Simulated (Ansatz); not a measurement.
System: C5H5, net charge 0, doublet state. It need not be the lowest isomer of its formula. 
Geometry from a B3LYP-D3(BJ)/def2-TZVP (Ansatz, a first-principles code) optimisation:
SMILES: C1C=C[CH]C=1
```xyz
10

C     -0.9404     0.7719    -0.0685
C      0.3740     1.1253    -0.1828
C      1.1952    -0.0963    -0.0427
C      0.3553    -1.1556     0.1526
C     -0.9835    -0.6449     0.1413
H     -1.7958     1.4254    -0.1237
H      0.7667     2.1174    -0.3469
H      2.2733    -0.1239    -0.0899
H      0.6331    -2.1878     0.2908
H     -1.8808    -1.2334     0.2702
```
Charge 0, spin multiplicity 2.

Basis-set convergence of Hartree-Fock and MP2 correlation energies (hartree) with Ansatz. Cores are frozen in the correlated levels unless marked. UHF or UKS for open shells. Spin-orbit coupling is left out. No relativistic terms.

The UHF reference is spin-contaminated (<S^2> 0.23 over the pure value in the largest basis). 

```csv
basis,functions,E(HF),"E(corr, MP2)"
cc-pVDZ,95,-192.21053,-0.61296
cc-pVTZ,220,___,___
```

Task: What belongs in the gaps?

Result: 
- cc-pVTZ, E(HF): -192.25859
- cc-pVTZ, E(corr, MP2): -0.74981
